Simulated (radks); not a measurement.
Values are calculated unless marked as measured or tabulated.
The antimony ion Sb8+, 43 electrons, occupied as [Kr] 4d7. Code: a radial shooting solver on a logarithmic mesh with Libxc functionals. Model: scalar-relativistic Kohn-Sham, LDA (Slater exchange, VWN5 correlation), spin-polarised, spherical densities, finite nucleus; open shells are filled with parallel spins first (spin-orbit coupling, left out, can overturn this in heavy ions); Fermi nuclear charge, rms radius 4.6802 fm.

Normalised radial functions P(r) = r R(r), r in bohr:

r           4p up  4p down
0.002731   0.0065   0.0065
0.004009   0.0128   0.0128
0.005886   0.0251   0.0251
0.008573   0.0475   0.0475
0.01259    0.0889   0.0889
0.01848    0.1590   0.1590
0.02713    0.2645   0.2645
0.03983    0.3920   0.3920
0.05848    0.4770   0.4769
0.08585    0.3865   0.3864
0.126      0.0002  -0.0001
0.1851    -0.5418  -0.5420
0.2717    -0.6798  -0.6792
0.3989     0.0355   0.0376
0.5809     1.0217   1.0229
0.8529     1.2210   1.2192
1.252      0.6200   0.6211
1.838      0.1303   0.1323
2.699      0.0084   0.0088

4p up: eigenvalue -227.26 eV, 2 radial nodes at r = 0.126, 0.394 bohr, <r> = 0.823 bohr, 90 % of the charge inside 1.20 bohr. 4p down: eigenvalue -224.09 eV, 2 radial nodes at r = 0.126, 0.393 bohr, <r> = 0.824 bohr, 90 % of the charge inside 1.20 bohr.
